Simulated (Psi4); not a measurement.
Method: SAPT0/jun-cc-pVDZ, all electrons correlated in Psi4.

Psi4 input:

```
molecule {
0 1
F -0.90264928 -0.90232610 -0.90887937
Si 0.00016025 0.00017489 0.00013839
F 0.42605715 -0.80452551 1.27590040
F 1.27889722 0.43081209 -0.79729094
F -0.80246535 1.27586462 0.43013151
--
1 1
Li -1.92499333 -1.93254068 -1.94366816
units angstrom
symmetry c1
no_reorient
no_com
}
set basis jun-cc-pvdz
set scf_type df
set freeze_core false
energy('sapt0')
```

Part of the output:

```
    SAPT Results
  --------------------------------------------------------------------------------------------------------
    Electrostatics                -15.30685946 [mEh]      -9.60519933 [kcal/mol]     -40.18815398 [kJ/mol]
      Elst10,r                    -15.30685946 [mEh]      -9.60519933 [kcal/mol]     -40.18815398 [kJ/mol]

    Exchange                       11.29459628 [mEh]       7.08746617 [kcal/mol]      29.65395844 [kJ/mol]
      Exch10                       11.29459628 [mEh]       7.08746617 [kcal/mol]      29.65395844 [kJ/mol]
      Exch10(S^2)                  11.26052444 [mEh]       7.06608577 [kcal/mol]      29.56450284 [kJ/mol]

    Induction                     -15.86832397 [mEh]      -9.95752362 [kcal/mol]     -41.66227884 [kJ/mol]
      Ind20,r                     -21.23277721 [mEh]     -13.32376885 [kcal/mol]     -55.74664888 [kJ/mol]
      Exch-Ind20,r                  5.84122596 [mEh]       3.66542463 [kcal/mol]      15.33613665 [kJ/mol]
      delta HF,r (2)               -0.47677272 [mEh]      -0.29917940 [kcal/mol]      -1.25176661 [kJ/mol]

    Dispersion                     -0.28330656 [mEh]      -0.17777755 [kcal/mol]      -0.74382128 [kJ/mol]
      Disp20                       -0.29779777 [mEh]      -0.18687092 [kcal/mol]      -0.78186794 [kJ/mol]
      Exch-Disp20                   0.01449121 [mEh]       0.00909337 [kcal/mol]       0.03804666 [kJ/mol]
      Disp20 (SS)                  -0.14889889 [mEh]      -0.09343546 [kcal/mol]      -0.39093397 [kJ/mol]
      Disp20 (OS)                  -0.14889889 [mEh]      -0.09343546 [kcal/mol]      -0.39093397 [kJ/mol]
      Exch-Disp20 (SS)             -0.00078100 [mEh]      -0.00049008 [kcal/mol]      -0.00205051 [kJ/mol]
      Exch-Disp20 (OS)              0.01527221 [mEh]       0.00958346 [kcal/mol]       0.04009718 [kJ/mol]

  Total HF                        -19.88058715 [mEh]     -12.47525678 [kcal/mol]     -52.19647437 [kJ/mol]
  Total SAPT0                     -20.16389371 [mEh]     -12.65303433 [kcal/mol]     -52.94029565 [kJ/mol]
```
